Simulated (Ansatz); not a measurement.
A nudged elastic band was laid between two geometries of C$_{2}$H$_{9}$BSSi (14 atoms, charge 0, multiplicity 1).

The calculation used RKS PBE0-D4/STO-3G (Ansatz).

| Quantity | Value |
| --- | --- |
| movable images | 5 |
| climbing image | yes |
| spring | 5.0 eV/Å² |
| optimiser | quadratic models (default) |
| start path | IDPP |
| force threshold | 0.05 eV/Å |
| iteration limit | 60 |
| end points | relaxed |

First end point:

```xyz
14
Properties=species:S:1:pos:R:3
B -1.294 0.985 0.098
Si -0.550 -0.786 -0.005
C -0.297 -1.969 1.420
S 0.657 1.033 0.408
C 1.304 1.415 -1.253
H -1.583 1.529 -0.889
H -1.854 1.274 1.077
H 0.036 -1.346 -1.205
H -0.557 -1.501 2.374
H -0.940 -2.847 1.297
H 0.737 -2.323 1.482
H 2.241 0.869 -1.426
H 0.580 1.147 -2.032
H 1.507 2.491 -1.319
```

Last end point:

```xyz
14
Properties=species:S:1:pos:R:3
B -0.985 1.260 0.305
Si -0.708 -0.635 0.131
C -0.461 -1.852 1.528
S 0.946 0.844 0.233
C 1.325 1.076 -1.536
H -1.326 1.864 -0.628
H -1.259 1.666 1.361
H -0.515 -1.310 -1.136
H -1.308 -2.545 1.577
H 0.446 -2.450 1.398
H -0.399 -1.340 2.493
H 2.056 0.326 -1.865
H 0.420 0.992 -2.150
H 1.755 2.075 -1.682
```

Question: What changes between the two ends?

Answer: No bond is made or broken. The dihedral S4–Si2–C3–H11 goes from -65 to 55°. The two ends are copies of one structure, up to a mirror image or an exchange of like atoms.

Question: Give the energies along the band, and the barrier.

Answer: The forces met the threshold. The highest image is number 3 of 0 to 6, 0.038 eV above the ends, which have the same energy within 2 meV. A vibrational analysis at the climbing image gives one clearly imaginary mode, 117i cm⁻¹: a first-order saddle point. Limits of this set-up: minimal basis.

| image | path coordinate (Å) | energy (eV) | dihedral S4–Si2–C3–H11 (°) |
| --- | --- | --- | --- |
| 0 | 0.00 | 0.000 | -65 |
| 1 | 0.57 | 0.010 | -46 |
| 2 | 1.15 | 0.029 | -25 |
| 3 | 1.72 | 0.038 | -5 |
| 4 | 2.31 | 0.028 | 15 |
| 5 | 2.89 | 0.009 | 36 |
| 6 | 3.47 | 0.000 | 55 |

Question: What is the geometry of the highest image?

Answer: 
```xyz
14
Properties=species:S:1:pos:R:3
B -1.038 1.223 0.284
Si -0.683 -0.661 0.116
C -0.434 -1.879 1.517
S 0.908 0.887 0.254
C 1.316 1.129 -1.506
H -1.381 1.814 -0.657
H -1.350 1.618 1.333
H -0.430 -1.317 -1.150
H -1.266 -1.840 2.226
H -0.361 -2.902 1.137
H 0.482 -1.664 2.077
H 2.088 0.413 -1.816
H 0.430 1.004 -2.140
H 1.704 2.146 -1.645
```

Question: What are the harmonic wavenumbers there?

Answer: 117i, 97, 155, 175, 234, 303, 460, 562, 684, 756, 790, 859, 878, 921, 955, 979, 1047, 1091, 1100, 1121, 1367, 1525, 1545, 1671, 1681, 1702, 1709, 2672, 3000, 3145, 3356, 3364, 3535, 3535, 3542, 3543 cm⁻¹.

The band took 3 iterations and roughly 40 core-seconds.

Time of the run: 62 s on 1 thread of AMD EPYC 9R45 96-Core Processor (Zen 5), on a shared host, peak memory 0.23 GiB.
